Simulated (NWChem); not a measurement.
InSi2H7; SMILES [SiH3][InH][SiH3]

```xyz
10

In    -0.4884     0.0004     0.0000
H     -2.2307    -0.0068     0.0000
Si     0.7276     0.0002     2.2903
H      0.2949     1.1736     3.1163
H      2.2176     0.0562     2.1646
H      0.3822    -1.2385     3.0606
Si     0.7276     0.0002    -2.2903
H      0.2949     1.1736    -3.1163
H      0.3822    -1.2385    -3.0606
H      2.2176     0.0562    -2.1646
```
Atoms are numbered in this order, from 1.

Program: NWChem. Geometry: optimised at PBE0/def2-SVP (def2 core potentials past Kr). Not confirmed as a minimum by frequencies.

Question: What does the run give for Hartree-Fock/STO-3G, non-relativistic? Quantities: highest occupied level (eV); orbital gap (eV); dipole (D).

Answer: 
- highest occupied level (eV) = -6.73
- orbital gap (eV) = 11.88
- dipole (D) = 0.33
